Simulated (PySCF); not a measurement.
The second ionisation energy along the second row

Calculated with PySCF 2.14 from differences of total energies of unrestricted determinants, without spin-orbit coupling. Values in eV. The last column holds reference values (NIST; (s) semi-empirical, (t) theoretical, else measured). Unmarked ones compare directly (S terms, centres of terms, or small fine structure); those marked * lie between the lowest fine-structure levels and include a spin-orbit shift.

| element | configurations | UHF | MP2 (valence) | CCSD(T) (valence) | PBE0 | r2SCAN | B3LYP | reference |
| --- | --- | --- | --- | --- | --- | --- | --- | --- |
| Li (aug-cc-pVDZ-DK, spin-free X2C) | 1s2 → 1s1 | 75.837 | 75.840 | 75.840 | 76.667 | n/a | 77.238 | 75.640 (t) |
| Be (aug-cc-pVDZ-DK, spin-free X2C) | [He] 2s1 → 1s2 | 18.094 | n/a | n/a | 18.404 | 18.135 | 18.550 | 18.211 |
| B (aug-cc-pVDZ-DK, spin-free X2C) | [He] 2s2 → [He] 2s1 | 23.499 | 24.387 | 25.095 | 24.621 | 24.308 | 24.796 | 25.155 |
| C (aug-cc-pVDZ-DK, spin-free X2C) | [He] 2s2 2p1 → [He] 2s2 | 24.175 | 24.232 | 24.066 | 24.863 | 25.001 | 25.077 | 24.378 |
| N (aug-cc-pVDZ-DK, spin-free X2C) | [He] 2s2 2p2 → [He] 2s2 2p1 | 29.217 | 29.455 | 29.297 | 29.952 | 30.164 | n/a | 29.601 (s) * |
| F (aug-cc-pVDZ-DK, spin-free X2C) | [He] 2s2 2p4 → [He] 2s2 2p3 | 33.337 | 34.230 | 34.265 | 35.240 | 35.088 | 35.565 | 34.950 |
| Ne (aug-cc-pVDZ-DK, spin-free X2C) | [He] 2s2 2p5 → [He] 2s2 2p4 | 39.300 | 40.513 | 40.480 | 41.058 | 41.190 | 41.349 | 40.963 * |

Question: Fill in the row of O (aug-cc-pVDZ-DK, spin-free X2C) ([He] 2s2 2p3 → [He] 2s2 2p2).

Answer: UHF 34.549; MP2 (valence) 34.982; CCSD(T) (valence) 34.804; PBE0 35.335; r2SCAN 35.501; B3LYP 35.332; reference 35.121 * (eV).

"Valence" correlates the outer s and p shells and, in groups 3 to 12 and the f block, the outer d or f shell, open or full, or the next shell where the ion has no valence electron left; the wider scheme adds the next inner shell.
